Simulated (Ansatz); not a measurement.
Mulliken charges of C$_{2}$H$_{4}$OZn (`C1[CH2][Zn][O]1`) from r2SCAN/def2-TZVPP in Ansatz (PBE0-D4/def2-TZVP geometry).

| atom | x (Å) | y (Å) | z (Å) | charge (e) |
| --- | --- | --- | --- | --- |
| C1 | 0.141 | 0.692 | -0.130 | 0.243 |
| C2 | -0.201 | -0.674 | 0.515 | -0.280 |
| Zn3 | 0.012 | -1.238 | -1.398 | 0.402 |
| O4 | 0.351 | 0.599 | -1.531 | -0.535 |
| H5 | -0.689 | 1.385 | 0.070 | 0.013 |
| H6 | 1.050 | 1.082 | 0.351 | 0.013 |
| H7 | 0.542 | -1.075 | 1.203 | 0.072 |
| H8 | -1.207 | -0.771 | 0.919 | 0.072 |

Task: By hand: the dipole of these point charges (1 e Å = 4.8032 D).

Result: Σ q r = (-0.136, -0.562, 0.240) e Å, of length 0.626 e Å = 3.01 D.

Task: How does the dipole of the full density compare? (Best estimate.)

Result: Ansatz gave: (-0.113, -0.599, 0.056) e Å, 2.94 D; the point charges give 1.02 times that, at 18° from its direction.

Point charges leave out the atoms' own dipoles, such as those of lone pairs, and Mulliken's split depends on the basis, so the close match here is no proof of good charges.
